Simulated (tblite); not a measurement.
C5H8Cl2Si.
Cartesian coordinates in Å at the GFN2-xTB level; atoms count from 1:
```xyz
16
C5H8Cl2Si angstrom
C      2.4060    0.8038    0.3606
Si     1.1717   -0.1868   -0.6795
C     -0.5954    0.3367   -0.1769
C     -1.1120   -0.1809    1.1329
Cl    -0.5039    0.0347    2.7044
C     -2.1170   -0.8905    0.6182
C     -1.7632   -0.4859   -0.7823
Cl    -2.9922    0.4800   -1.6255
H      2.3059    1.8724    0.1893
H      2.2630    0.6260    1.4227
H      3.4261    0.5265    0.1150
H      1.2957   -1.6278   -0.4341
H      1.3164    0.0999   -2.1102
H     -0.7389    1.4105   -0.2988
H     -2.8936   -1.5178    1.0090
H     -1.4763   -1.2919   -1.4561
```

All values are computed: GFN2-xTB (tblite) harmonic vibrations without scaling, gas phase. The method is semi-empirical: single wavenumbers can be off by several per cent or more. Modes of hydrogen on silicon can be 10 to 20 % off. One conformer, not necessarily the lowest.

Harmonic wavenumbers (cm⁻¹): 40.0, 82.3, 88.7, 116.9, 137.9, 196.3, 202.2, 317.3, 375.0, 440.7, 481.6, 501.9, 564.0, 657.3, 673.6, 760.9, 775.3, 778.7, 786.3, 825.5, 842.4, 934.0, 977.1, 1001.2, 1108.7, 1125.0, 1160.7, 1172.1, 1203.6, 1223.1, 1368.9, 1471.4, 1478.6, 1641.1, 2237.6, 2247.7, 2963.3, 2969.1, 3033.1, 3040.6, 3052.1, 3153.3.

A = 1423, B = 827.5, C = 571.4 MHz; mass 165.977 u (most abundant isotopes); point group C1, symmetry number 1.

Problem. What is the zero-point energy?

Solution. Half the sum of the wavenumbers: 24104 cm⁻¹ = 68.92 kcal/mol.

Problem. Give the ideal-gas entropy at 200 K and 1 bar in the rigid-rotor, harmonic-oscillator model (classical rotation).

Solution. Translation 39.27, rotation 29.36, vibration 20.65: S = 89.3 cal/(mol K).

Problem. And Cp and H(200 K) − H(0)?

Solution. Cp = 28.87 cal/(mol K), of which vibrations give 20.92 (their classical limit is 42 R = 83.5); H(200 K) − H(0) = 3.79 kcal/mol without the zero-point energy, 2.20 from vibrations.

Problem. How do the functions run with temperature in this model?

Solution. 
```
T (K)  S (cal/(mol K))  Cp (cal/(mol K))  H − H(0) (kcal/mol)  G − H(0) (kcal/mol)  ln q(vib)
  100             72.9              19.6                 1.37                -5.92       2.01
  300            102.8              38.5                 7.16               -23.68       7.57
  500            126.3              53.6                16.48               -46.66      12.76
  800            154.7              66.9                34.76               -88.98      19.89
 1000            170.2              72.5                48.74              -121.51      24.17
```

q(vib) and H(0) count from the zero-point level.

Problem. Blend soft modes into free rotors: weight 1/[1 + (100 cm⁻¹/ν̃)⁴] for the oscillator and the rest for a rotor with moment μB/(μ + B), μ = h/(8π²ν), B = 10⁻⁴⁴ kg m². What vibrational entropy results?

Solution. 19.12 cal/(mol K) in place of 20.65, which changes −T·S at 200 K by +0.30 kcal/mol.

Hindered rotation and anharmonicity are outside this model. Other conformers, if any are populated, would add a mixing term that is left out. The structure is chiral; the term R ln 2 for an equal mix with its mirror image is left out.

On Arm Neoverse N1, one thread, no GPU, shared host, this took 1.2 s wall. This covers the Hessian and the dipole derivatives.
